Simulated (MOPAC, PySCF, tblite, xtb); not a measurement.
Dissociation curve of BO, doublet.

Methods: GFN2-xTB, 300 K electronic temperature (tblite); PM6, unrestricted, heats of formation (MOPAC); GFN1-xTB (xtb); UCCSD(T) = CCSD(T) on UHF/cc-pVTZ, 2 core orbitals frozen run with PySCF.

Energies relative to the lowest point of each curve near equilibrium, in eV; the last columns give the difference from UCCSD(T):

```csv
R / Å,GFN2-xTB,PM6,GFN1-xTB,UCCSD(T),GFN2-xTB − UCCSD(T),PM6 − UCCSD(T),GFN1-xTB − UCCSD(T)
0.91,8.647,4.524,7.889,7.917,0.731,-3.393,-0.028
0.96,4.935,2.744,4.695,4.863,0.072,-2.119,-0.168
1.03,1.888,1.134,1.941,2.146,-0.258,-1.012,-0.205
1.09,0.589,0.371,0.685,0.843,-0.254,-0.472,-0.158
1.13,0.169,0.106,0.244,0.350,-0.182,-0.245,-0.107
1.17,0.001,0.000,0.036,0.085,-0.085,-0.085,-0.050
1.20,0.000,0.009,0.000,0.006,-0.006,0.003,-0.006
1.22,0.047,0.051,0.023,0.000,0.047,0.051,0.023
1.28,0.361,0.326,0.268,0.161,0.199,0.165,0.106
1.33,0.762,0.690,0.619,0.451,0.311,0.239,0.168
1.40,1.451,1.346,1.252,1.013,0.439,0.334,0.240
```

GFN2-xTB is furthest from UCCSD(T) at 0.91 (0.731 eV, above); its mean absolute difference over the points is 0.235 eV.

PM6 is furthest from UCCSD(T) at 0.91 (-3.393 eV, below); its mean absolute difference over the points is 0.738 eV.

GFN1-xTB is furthest from UCCSD(T) at 1.40 (0.240 eV, above); its mean absolute difference over the points is 0.114 eV.

The scan ran from 0.91 to 4.82 Å; beyond the distances shown one of the unrestricted levels run for this scan, shown here or not, changes its spin distribution in one step. The unrestricted determinant behind UCCSD(T) is spin-contaminated at 1.33 to 1.40 Å (<S²> up to 0.9, against 0.75 for a pure doublet).
